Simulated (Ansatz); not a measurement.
`CC(=O)SCCCCCCCCCCCOc1ccccc1`. The state is a triplet with charge 0. Geometry PBE-D4/def2-SVP, that of the neutral singlet; atoms count from 1.

Cartesian coordinates in Å:
```
C -8.098 2.578 -1.288
C -6.748 2.067 -0.831
O -6.296 0.976 -1.128
S -5.868 3.256 0.200
C -4.377 2.265 0.565
C -4.532 1.369 1.797
C -3.282 0.530 2.098
C -2.950 -0.526 1.037
C -1.728 -1.377 1.392
C -1.409 -2.493 0.386
C -1.152 -2.027 -1.058
C -0.061 -0.959 -1.225
C 1.328 -1.379 -0.733
C 2.397 -0.310 -0.970
C 3.774 -0.730 -0.483
O 4.683 0.331 -0.750
C 5.994 0.175 -0.419
C 6.532 -0.976 0.196
C 7.905 -1.026 0.491
C 8.749 0.049 0.185
C 8.207 1.194 -0.427
C 6.843 1.261 -0.728
H -8.885 1.890 -0.915
H -8.136 2.548 -2.397
H -8.309 3.605 -0.935
H -3.547 2.991 0.686
H -4.193 1.664 -0.349
H -4.780 2.001 2.676
H -5.401 0.696 1.636
H -2.405 1.204 2.234
H -3.423 0.025 3.079
H -2.784 -0.031 0.056
H -3.835 -1.186 0.888
H -0.843 -0.711 1.511
H -1.883 -1.835 2.394
H -0.531 -3.066 0.755
H -2.251 -3.220 0.373
H -0.885 -2.916 -1.673
H -2.097 -1.639 -1.496
H -0.363 -0.024 -0.701
H 0.007 -0.683 -2.300
H 1.287 -1.620 0.353
H 1.625 -2.325 -1.240
H 2.113 0.635 -0.458
H 2.463 -0.066 -2.053
H 3.753 -0.955 0.610
H 4.106 -1.662 -1.002
H 5.892 -1.832 0.448
H 8.314 -1.929 0.971
H 9.823 -0.001 0.420
H 8.856 2.048 -0.675
H 6.400 2.146 -1.207
```

Single mean-field runs in def2-TZVP are fitted with def2-universal-jkfit. At PBE0-D4/def2-TZVP a singlet of charge 0 lies 3.91 eV below the triplet at the same geometry.

**Question.** Estimate the Mulliken populations of the heavy atoms from the PBE0/def2-TZVP orbitals of Ansatz.

**Answer.** 
| atom | charge (e) | spin (α − β) |
| --- | --- | --- |
| C1 | -0.37 | 0.00 |
| C2 | 0.22 | 0.00 |
| O3 | -0.33 | 0.00 |
| S4 | -0.10 | 0.00 |
| C5 | -0.20 | 0.00 |
| C6 | -0.19 | 0.00 |
| C7 | -0.17 | 0.00 |
| C8 | -0.31 | 0.00 |
| C9 | -0.18 | 0.00 |
| C10 | -0.19 | 0.00 |
| C11 | -0.20 | 0.00 |
| C12 | -0.19 | 0.00 |
| C13 | -0.29 | 0.00 |
| C14 | -0.15 | 0.00 |
| C15 | -0.09 | -0.02 |
| O16 | -0.18 | 0.14 |
| C17 | 0.33 | 0.42 |
| C18 | -0.24 | -0.17 |
| C19 | -0.22 | 0.66 |
| C20 | -0.09 | 0.57 |
| C21 | -0.12 | -0.21 |
| C22 | -0.27 | 0.70 |
Mulliken values depend strongly on the basis.

**Question.** Where does the spin sit?

**Answer.** Summed by element: C 1.95, O 0.14, S 0.00, H -0.08, of 2 unpaired in all. Largest on single atoms: C22 0.70, C19 0.66, C20 0.57.

**Question.** And the Mayer bond orders between heavy atoms (over 0.3)?

**Answer.** C1–C2 0.98 (1.51 Å); C2–O3 1.94 (1.22 Å); C2–S4 1.20 (1.80 Å); S4–C5 0.98 (1.83 Å); C5–C6 1.00 (1.53 Å); C6–C7 0.99 (1.54 Å); C7–C8 1.02 (1.53 Å); C8–C9 1.01 (1.53 Å); C9–C10 1.00 (1.54 Å); C10–C11 0.98 (1.54 Å); C11–C12 1.00 (1.54 Å); C12–C13 1.02 (1.53 Å); C13–C14 1.02 (1.53 Å); C14–C15 1.05 (1.52 Å); C15–O16 0.93 (1.42 Å); O16–C17 1.18 (1.36 Å); C17–C18 1.40 (1.41 Å); C17–C22 0.99 (1.41 Å); C18–C19 1.39 (1.41 Å); C19–C20 0.99 (1.40 Å); C20–C21 1.52 (1.41 Å); C21–C22 1.35 (1.40 Å).
